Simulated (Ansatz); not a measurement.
`B[O][AlH][NH2]` + `C=C[CH2][GeH3]` → `C=[CH][AlH][NH2]` + `BO[CH2][GeH3]`  (redistribution)

Gas-phase electronic energies from Ansatz, PBE0-D4/def2-TZVP geometries. CCSD(T)/CBS adds triple-zeta CCSD(T) − MP2 to the extrapolated MP2 energy (def2 sets, frozen cores). Functionals use def2-TZVPP. B3LYP here is the variant with VWN-RPA as its local correlation; programs differ in this. For Ge outer-core shells are correlated without core-valence functions, which leaves a few kJ/mol of doubt a bond. Scalar relativity is left out up to krypton. Each species was taken in one conformer, which may not be the lowest.

```tsv
level	ΔE (kJ/mol)	difference from CCSD(T)/CBS
PBE-D4	192.2	-14.9
PBE0-D4	200.9	-6.2
B3LYP-D4	202.8	-4.3
ωB97X-V	200.6	-6.5
ωB97M-V	202.3	-4.8
B2PLYP	207.1	0.0
PBE	192.1	-15.0
r2SCAN	206.5	-0.6
PBE0	200.8	-6.3
HF/def2-TZVPP	215.6	8.5
SCS-MP2/def2-TZVPP	211.2	4.1
CCSD/def2-TZVPP	206.9	-0.2
HF/def2-QZVPP	216.6	9.5
MP2/def2-QZVPP	217.6	10.5
SCS-MP2/def2-QZVPP	213.4	6.3
HF/CBS(def2)	216.8	9.7
CCSD(T)/CBS	207.1	0
```

Largest T1 diagnostic among the species: 0.013.

From PBE to PBE0 (25 % exact exchange), in def2-TZVPP and without D4, ΔE moves by +8.7 kJ/mol.
